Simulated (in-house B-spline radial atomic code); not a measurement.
Values are calculated unless marked as measured or tabulated.
## Weak and strong correlation along the adiabatic connection

Two-electron singlets in several external potentials (atomic units), by full CI in B-splines with partial waves to l = 8 (correlation energies up to 0.6 % small). The repulsion is scaled by λ at fixed density; W(λ) is the mean repulsion less the Hartree energy, W(0) = E_x, and the area under W from 0 to 1 is E_xc.

One system gave this curve:

```json
{"λ": "0", "W (hartree)": "-4.0134"}
{"λ": "0.02", "W (hartree)": "-4.0154"}
{"λ": "0.05", "W (hartree)": "-4.0183"}
{"λ": "0.12", "W (hartree)": "-4.025"}
{"λ": "0.25", "W (hartree)": "-4.0373"}
{"λ": "0.4", "W (hartree)": "-4.0513"}
{"λ": "0.6", "W (hartree)": "-4.0695"}
{"λ": "0.8", "W (hartree)": "-4.0874"}
{"λ": "1", "W (hartree)": "-4.1049"}
{"λ": "1.4", "W (hartree)": "-4.1387"}
{"λ": "2", "W (hartree)": "-4.1868"}
{"λ": "3", "W (hartree)": "-4.2605"}
{"λ": "4.5", "W (hartree)": "-4.3581"}
{"λ": "7", "W (hartree)": "-4.4932"}
{"λ": "10", "W (hartree)": "-4.6213"}
```

**Question.** Which system is it?
A. −Z exp(−kr)/r, Z = 2.04, k = 0.103
B. −Z exp(−kr)/r, Z = 3.54, k = 1.03
C. −Z exp(−kr)/r, Z = 7.75, k = 3.24
D. −V exp(−r²/w²), V = 13.8, w = 4.16

**Answer.** C. The exchange energy sets the size: −Z exp(−kr)/r, Z = 7.75, k = 3.24: E_x = -4.01, E_c = -0.0466; −Z exp(−kr)/r, Z = 3.54, k = 1.03: E_x = -1.82, E_c = -0.0446; −Z exp(−kr)/r, Z = 2.04, k = 0.103: E_x = -1.05, E_c = -0.0421; −V exp(−r²/w²), V = 13.8, w = 4.16: E_x = -0.818, E_c = -0.0417 hartree.
